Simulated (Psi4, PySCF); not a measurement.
The Psi4 input:
```
memory 2 GB

molecule {
0 4
V     0.00000000    0.00000000    0.00000000
}

set {
  basis sto-3g
  reference uks
  scf_type pk
  puream true
  d_convergence 1e-8
  dft_radial_points 99
  dft_spherical_points 590
}

energy('blyp')
print_variables()
```

Problem. Give the equivalent PySCF input.

Solution. Several could match; the one computed here: 
```python
from pyscf import gto, scf, dft

mol = gto.Mole()
mol.atom = '''
    V     0.00000000    0.00000000    0.00000000
'''
mol.basis = 'sto-3g'
mol.spin = 3
mol.verbose = 3
mol.build()

mf = dft.UKS(mol)
mf.xc = 'blyp'
mf.grids.atom_grid = (99, 590)
mf.grids.prune = None
mf.kernel()
```

Both were run: Psi4 gave -933.881622 Eh and PySCF -933.881622 Eh, 0.000 mEh apart.
